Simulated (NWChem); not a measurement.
System: norbornene (C₇H₁₀); SMILES C1=C[C@H]2CC[C@@H]1C2

The following NWChem deck was run.

```
start job
memory heap 200 mb stack 900 mb global 1100 mb
geometry units angstroms noautoz
  C     -0.506578    -1.281164    -0.676218
  C     -0.506578    -1.281164     0.676218
  C      0.328622    -0.092273     1.128621
  C     -0.514154     1.183749     0.778800
  C     -0.514154     1.183749    -0.778800
  C      0.328622    -0.092273    -1.128621
  C      1.385596    -0.048348     0.000000
  H     -1.098286    -1.924925    -1.343317
  H     -1.098286    -1.924925     1.343317
  H      0.699356    -0.119997     2.170643
  H     -1.530473     1.136639     1.216149
  H     -0.021207     2.091577     1.182675
  H     -1.530473     1.136639    -1.216149
  H     -0.021207     2.091577    -1.182675
  H      0.699356    -0.119997    -2.170643
  H      2.050010    -0.934953     0.000000
  H      1.996099     0.879250     0.000000
end
basis spherical
  C library 6-31g*
  H library 6-31g*
end
dft
  xc xwpbe 1.00 cpbe96 1.0 hfexch 1.00
  cam 0.5 cam_alpha 0.0 cam_beta 1.0
  iterations 150
  vectors input atomic output neutral.movecs
end
task dft energy
charge 1
dft
  odft
  mult 2
  vectors input atomic output cation.movecs
end
task dft energy
```

Output (shortened):

```
             Northwest Computational Chemistry Package (NWChem) 7.3.0
             --------------------------------------------------------

 CS  symmetry detected

                             Geometry "geometry" -> ""
                             -------------------------

 Output coordinates in angstroms (scale by  1.889725989 to convert to a.u.)

  No.       Tag          Charge          X              Y              Z
 ---- ---------------- ---------- -------------- -------------- --------------
    1 C                    6.0000    -0.51680799     1.27331879    -0.67621800
    2 C                    6.0000    -0.51680799     1.27331879     0.67621800
    3 C                    6.0000     0.32517236     0.08922000     1.12862100
    4 C                    6.0000    -0.51029797    -1.19159726     0.77880000
    5 C                    6.0000    -0.51029797    -1.19159726    -0.77880000
    6 C                    6.0000     0.32517236     0.08922000    -1.12862100
    7 C                    6.0000     1.38238011     0.05133586     0.00000000
    8 H                    1.0000    -1.11218515     1.91368792    -1.34331700
    9 H                    1.0000    -1.11218515     1.91368792     1.34331700
   10 H                    1.0000     0.69574188     0.11906213     2.17064300
   11 H                    1.0000    -1.52686959    -1.15029585     1.21614900
   12 H                    1.0000    -0.01217118    -2.09659346     1.18267500
   13 H                    1.0000    -1.52686959    -1.15029585    -1.21614900
   14 H                    1.0000    -0.01217118    -2.09659346    -1.18267500
   15 H                    1.0000     0.69574188     0.11906213    -2.17064300
   16 H                    1.0000     2.04171671     0.94172322     0.00000000
   17 H                    1.0000     1.99817396    -0.87275823     0.00000000

 Effective nuclear repulsion energy (a.u.)     306.4513786527

      Symmetry information
      --------------------

 Group name             Cs
 Group number              2
 Group order               2
 No. of unique centers    10

  pbe96 is a nonlocal functional; adding pw91lda local functional.

                                 NWChem DFT Module
                                 -----------------

 Summary of "ao basis" -> "ao basis" (spherical)
 ------------------------------------------------------------------------------
       Tag                 Description            Shells   Functions and Types
 ---------------- ------------------------------  ------  ---------------------
 C                           6-31g*                  6       14   3s2p1d
 H                           6-31g*                  2        2   2s

      Symmetry analysis of basis
      --------------------------

        a'         64
        a"         54

            General Information
            -------------------
          SCF calculation type: DFT
          Wavefunction type:  closed shell.
          No. of atoms     :    17
          No. of electrons :    52
           Alpha electrons :    26
            Beta electrons :    26
          Charge           :     0
          Spin multiplicity:     1
          Use of symmetry is: on ; symmetry adaption is: on
          Maximum number of iterations: 150
          AO basis - number of functions:   118
                     number of shells:    62
          Convergence on energy requested:  1.00D-06
          Convergence on density requested:  1.00D-05
          Convergence on gradient requested:  5.00D-04

              XC Information
              --------------
                     Hartree-Fock (Exact) Exchange  1.000
                     LC-wPBE(h)Exchange Functional  1.000
            Perdew 1991 LDA Correlation Functional  1.000 local
           PerdewBurkeErnz. Correlation Functional  1.000 non-local

           Range-Separation Parameters
           ---------------------------
           Alpha           :  0.00
           Beta            :  1.00
           Gamma           :  0.50
           Short-Range HF  :     F

             Grid Information
             ----------------
          Grid used for XC integration:  medium
          Radial quadrature: Mura-Knowles
          Angular quadrature: Lebedev.
          Tag              B.-S. Rad. Rad. Pts. Rad. Cut. Ang. Pts.
          ---              ---------- --------- --------- ---------
          C                   0.70       49          10.0       434
          H                   0.35       45          11.0       434
          Grid pruning is: on
          Number of quadrature shells:   466
          Spatial weights used:  Erf1

      Superposition of Atomic Density Guess
      -------------------------------------

 Sum of atomic energies:        -268.60410443

      Non-variational initial energy
      ------------------------------

 Total energy =    -273.694676
 1-e energy   =    -967.367253
 2-e energy   =     387.221199
 HOMO         =      -0.261984
 LUMO         =       0.027163

      Symmetry analysis of molecular orbitals - initial
      -------------------------------------------------

  Numbering of irreducible representations:

     1 a'          2 a"

  Orbital symmetries:

     1 a'          2 a'          3 a'          4 a"          5 a"
     6 a'          7 a"          8 a'          9 a'         10 a"
    11 a'         12 a"         13 a'         14 a"         15 a'
    16 a'         17 a'         18 a'         19 a"         20 a'
    21 a"         22 a'         23 a'         24 a"         25 a"
    26 a'         27 a"         28 a'         29 a'         30 a'
    31 a"         32 a'         33 a'         34 a"         35 a'
    36 a"

   convergence    iter        energy       DeltaE   RMS-Dens  Diis-err
 ---------------- ----- ----------------- --------- --------- ---------
 d= 0,ls=0.0,diis     1   -272.4776081566 -5.79D+02  4.61D-03  5.73D-01
 d= 0,ls=0.0,diis     2   -272.5496648324 -7.21D-02  1.37D-03  1.88D-02
 d= 0,ls=0.0,diis     3   -272.5531989790 -3.53D-03  4.43D-04  3.55D-03
 d= 0,ls=0.0,diis     4   -272.5536662432 -4.67D-04  1.67D-04  2.74D-04
 d= 0,ls=0.0,diis     5   -272.5537102948 -4.41D-05  3.45D-05  8.04D-06
  Resetting Diis
 d= 0,ls=0.0,diis     6   -272.5537117856 -1.49D-06  1.26D-05  9.10D-07
 d= 0,ls=0.0,diis     7   -272.5537120324 -2.47D-07  3.71D-06  6.50D-08

         Total DFT energy =     -272.553712032399
      One electron energy =     -973.737071119150
           Coulomb energy =      436.276237834926
    Exchange-Corr. energy =      -41.544257400859
 Nuclear repulsion energy =      306.451378652683

 Numeric. integr. density =       52.000079343195

                  Occupations of the irreducible representations
                  ----------------------------------------------

                     irrep           alpha         beta
                     --------     --------     --------
                     a'               16.0         16.0
                     a"               10.0         10.0

                       DFT Final Molecular Orbital Analysis
                       ------------------------------------

 Vector   24  Occ=2.000000D+00  E=-4.474339D-01  Symmetry=a"
              MO Center=  5.1D-02, -3.1D-01,  2.6D-14, r^2= 3.0D+00
   Bfn.  Coefficient  Atom+Function         Bfn.  Coefficient  Atom+Function
  ----- ------------  ---------------      ----- ------------  ---------------
    89      0.245681   7 C  pz               32      0.218191   3 C  py
    74     -0.218191   6 C  py               31      0.170123   3 C  px
    73     -0.170123   6 C  px               45     -0.168233   4 C  px
    59      0.168233   5 C  px               46     -0.164959   4 C  py
    60      0.164959   5 C  py               93      0.132647   7 C  pz

 Vector   25  Occ=2.000000D+00  E=-4.233407D-01  Symmetry=a"
              MO Center= -1.1D-01, -2.3D-01,  9.7D-15, r^2= 3.9D+00
   Bfn.  Coefficient  Atom+Function         Bfn.  Coefficient  Atom+Function
  ----- ------------  ---------------      ----- ------------  ---------------
    89      0.223434   7 C  pz               32     -0.185376   3 C  py
    74      0.185376   6 C  py               46      0.167828   4 C  py
    60     -0.167828   5 C  py                4     -0.146089   1 C  py
    18      0.146089   2 C  py               31      0.140824   3 C  px
    73     -0.140824   6 C  px              107     -0.139627  12 H  s

 Vector   26  Occ=2.000000D+00  E=-3.520655D-01  Symmetry=a'
              MO Center= -3.4D-01,  9.2D-01,  5.1D-15, r^2= 2.4D+00
   Bfn.  Coefficient  Atom+Function         Bfn.  Coefficient  Atom+Function
  ----- ------------  ---------------      ----- ------------  ---------------
     3      0.296526   1 C  px               17      0.296526   2 C  px
     7      0.223646   1 C  px               21      0.223646   2 C  px
     4      0.216159   1 C  py               18      0.216159   2 C  py
     8      0.169144   1 C  py               22      0.169144   2 C  py
    46      0.129708   4 C  py               60      0.129708   5 C  py

 Vector   27  Occ=0.000000D+00  E= 1.241723D-01  Symmetry=a"
              MO Center= -3.9D-01,  1.0D+00,  1.8D-15, r^2= 2.8D+00
   Bfn.  Coefficient  Atom+Function         Bfn.  Coefficient  Atom+Function
  ----- ------------  ---------------      ----- ------------  ---------------
     8      0.460655   1 C  py               22     -0.460655   2 C  py
     7      0.390346   1 C  px               21     -0.390346   2 C  px
    48     -0.361629   4 C  s                62      0.361629   5 C  s
     3      0.287696   1 C  px               17     -0.287696   2 C  px
     4      0.250884   1 C  py               18     -0.250884   2 C  py

[...]
```

Level: LC-wPBE (HJS exchange hole, range parameter 0.5 per bohr)/6-31G* (spherical d), vertical spin-unrestricted ions. Structure relaxed at the PBE-D3(BJ)/def2-SVP level. No frequency run checked for a minimum.
